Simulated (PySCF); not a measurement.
SMILES [SiH3][O][Ga]([OH])[OH] (H₅GaO₃Si), PBE0/def2-SVP optimised geometry.

```
10

Ga    -1.10    -2.67     2.19
O     -2.01    -2.75     3.70
H     -2.00    -3.60     4.15
O     -0.18    -4.01     1.46
H     -0.20    -4.84     1.95
O     -1.11    -1.13     1.34
Si    -0.51    -0.37     0.00
H      0.99    -0.37     0.00
H     -0.99     1.04     0.00
H     -0.98    -1.04    -1.25
```

Density from PBE0/def2-TZVP (PySCF 2.14.0) at that geometry.

Minimum of the electron density along straight lines between bonded atoms, close to the bond critical point (lines longer than 1.1 times the sum of covalent radii, or with two minima, are not listed):

| bond | length / Å | ρ at the minimum / e bohr⁻³ | ∇²ρ there / e bohr⁻⁵ | position (fraction from the first atom) |
|---|---|---|---|---|
| Ga1–O2 | 1.772 | 0.140 | 0.75 | 0.48 |
| O2–H3 | 0.962 | 0.358 | -2.41 | 0.81 |
| Ga1–O4 | 1.776 | 0.138 | 0.74 | 0.48 |
| O4–H5 | 0.962 | 0.357 | -2.41 | 0.81 |
| Ga1–O6 | 1.760 | 0.139 | 0.79 | 0.49 |
| O6–Si7 | 1.654 | 0.132 | 0.79 | 0.59 |
| Si7–H8 | 1.497 | 0.120 | 0.14 | 0.49 |
| Si7–H9 | 1.493 | 0.121 | 0.14 | 0.49 |
| Si7–H10 | 1.496 | 0.120 | ? | 0.49 |

Question: What belongs in the gaps?

Answer: 
- Si7–H10, ∇²ρ there / e bohr⁻⁵: 0.15
